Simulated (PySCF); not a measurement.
C6H8N2OSi.
Bonds: C1–C2 (triple), C2–C3, C3–C4 (aromatic), C4–O5, O5–Si6, C4–C7 (aromatic), C7–N8 (aromatic), N8–N9 (aromatic), N9–C10, C3–N9 (aromatic). Hydrogens: H11 on C1; H12, H13, H14 on Si6; H15 on C7; H16, H17, H18 on C10.

NICS = −σ at a ghost point: NICS(0) at the centroid of the ring atoms, NICS(1) 1 Å to either side along the normal of their mean plane, zz for the tensor component along that normal. Level: GIAO PBE0/pcSseg-1 (PySCF, non-relativistic, gas phase) on the PBE0-D3(BJ)/def2-SVP geometry, one conformer.

Ring bond lengths (Å), with Mayer bond orders in brackets: C3–C4 1.398 (1.30), C4–C7 1.410 (1.38), C7–N8 1.331 (1.48), N8–N9 1.318 (1.27), N9–C3 1.371 (0.96).

Problem. Give the NICS values of each ring in ppm.

Solution. 
| ring | type | NICS(0) | NICS(1), two faces | NICS(1)zz, two faces | rms pucker (Å) | centre to ring atoms, mean (Å) |
| --- | --- | --- | --- | --- | --- | --- |
| C3–C4–C7–N8–N9 | 5-membered ring with 2 N; formal bonds all aromatic | -14.5 | -11.3 / -11.3 | -26.8 / -26.7 | 0.00 | 1.16 |

Problem. What do they say, and how far can they be read as aromaticity?

Solution. 
- C3–C4–C7–N8–N9: mean NICS(1)zz -26.7 ppm, shielded, aromatic by this magnetic criterion (flat ring, no four-coordinate atom).

Problem. And the bond-length index? HOMA takes Krygowski's 1993 parameters.

Solution. 
- C3–C4–C7–N8–N9: HOMA 0.94; the largest term is that of N9–C3, α(R − Ropt)² = 0.13. The geometric and the magnetic index point the same way.

Problem. List the ring angles and the Hirshfeld charges of the ring atoms.

Solution. 
- C3–C4–C7–N8–N9: C3 105.3° (+0.006 e), C4 104.9° (+0.040 e), C7 110.7° (-0.057 e), N8 106.4° (-0.135 e), N9 112.8° (+0.049 e); sum 540.0° against 540° for a flat convex ring.

Problem. What are the shieldings of the ring atoms and their hydrogens in the same run (means over atoms taken as equivalent)?

Solution. 
```json
{"atoms": "C3", "environment": "substituted aromatic carbon", "σ isotropic (ppm)": "68.1"}
{"atoms": "C4", "environment": "aromatic carbon bearing oxygen", "σ isotropic (ppm)": "30.3"}
{"atoms": "C7", "environment": "aromatic CH next to a ring nitrogen", "σ isotropic (ppm)": "58.8"}
{"atoms": "N8", "environment": "pyridine-type nitrogen", "σ isotropic (ppm)": "-85.1"}
{"atoms": "N9", "environment": "pyrrole-type nitrogen", "σ isotropic (ppm)": "41.6"}
{"atoms": "H15", "environment": "aromatic hydrogen", "σ isotropic (ppm)": "24.26"}
```

Problem. How do the values depend on the level or the medium?

Solution. 
| level | NICS(0), C3–C4–C7–N8–N9 | mean NICS(1)zz, C3–C4–C7–N8–N9 |
| --- | --- | --- |
| PBE0/pcSseg-1, gas | -14.5 | -26.7 |
| mPW1PW91/pcSseg-1, gas | -14.5 | -26.7 |
| PBE0/pcSseg-1, IEF-PCM acetone | -14.4 | -26.9 |
| PBE0/pcSseg-1, IEF-PCM tetrahydrofuran | -14.4 | -26.8 |

The geometry is the same throughout; the continuum's cavity takes Bondi-type radii × 1.2.

Conformer computed: `[CH:1]#[C:2][c:3]1[c:4]([O:5][SiH3:6])[cH:7][n:8][n:9]1[CH3:10]`: C3–C4–O5–Si6 -177°.
